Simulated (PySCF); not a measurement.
**Does the structure fit the spectrum?**

A compound C$_{6}$H$_{11}$NSi$_{2}$ gives the data below (simulated from a calculation) and was assigned the structure `[SiH3]N([SiH3])[C@@]12[C@@H]3[C@H]4[C@@H]3[C@@H]1[C@H]42`.

13C{1H} NMR (computed): δ 80.7 (C), 77.6 (C), 76.4 (C), 71.0 (C), 42.4 (CH2), 5.4 (CH3).

1H NMR (300 MHz, computed): δ 4.70 (s, 6H), 3.69 (s, 2H), 2.02 (s, 3H).

Computational details: geometry: PBE0-D3(BJ)/def2-SVP, PBE0/pcSseg-1 with gauge-including orbitals, in PySCF (isolated molecule, one computed conformer, non-relativistic Hamiltonian, fast rotation and ring inversion assumed for equivalent nuclei).

Shifts are taken against calculated references (same method and geometry level): TMS for 1H and 13C.

(1) Compare with the shifts computed for the proposed structure, pairing carbons in order of shift.

(2) Which isomer fits?

Results:

(1) Structure with atom numbers: `[SiH3:1][N:2]([SiH3:3])[C@@:4]12[C@@H:5]3[C@H:6]4[C@@H:7]3[C@@H:8]1[C@@H:9]24`. Each H is labelled by its parent atom.

| atom | computed for proposal | given list | difference |
| --- | --- | --- | --- |
| C4 | 55.9 | 80.7 | -24.8 |
| C8 | 39.2 | 77.6 | -38.4 |
| C9 | 39.2 | 76.4 | -37.2 |
| C5 | 37.1 | 71.0 | -33.9 |
| C6 | 25.9 | 42.4 | -16.5 |
| C7 | 25.9 | 5.4 | +20.5 |

The rms difference is 29.8 ppm and the largest -38.4 ppm at C8 (three-membered-ring carbon). The proposal also would give 4 carbon signals, not 6. The carbon types in order of shift don't match either: C, CH, CH, CH, CH, CH for the proposal against C, C, C, C, CH2, CH3 in the data. The proposal doesn't fit.

(2) `CC#CC#CCN([SiH3])[SiH3]`.

- Carbon types of the structure: 4 × C, 1 × CH2, 1 × CH3, leaving 6 H on heteroatoms.
- δC 80.7, 77.6, 76.4, 71.0: alkyne carbon; the triple bond shields along its axis, which puts it between sp3 and sp2 carbons.
- δC 42.4: propargylic sp3 CH2 bonded to N; the inductive effect lowers its shielding.
- δC 5.4: propargylic methyl carbon; aliphatic region, no heteroatom directly attached.
- δH 3.69: hydrogen on a propargylic sp3 CH2 bonded to N; its carbon carries N, an electronegative neighbour.

This is the structure that produced the data.

Shifts are as computed. Against solution values, carbons near 30 ppm lie about +2 ppm off and those near 130 ppm about +5 ppm. Of 1211 compounds with measured shifts, 218 miss one by over three times the rms of a fit or turn the order of signals round; such compounds aren't used in these exercises. Multiplicities follow the n + 1 count of equivalent neighbours, as no J values were calculated; m marks all less simple cases, F and P coupling included.
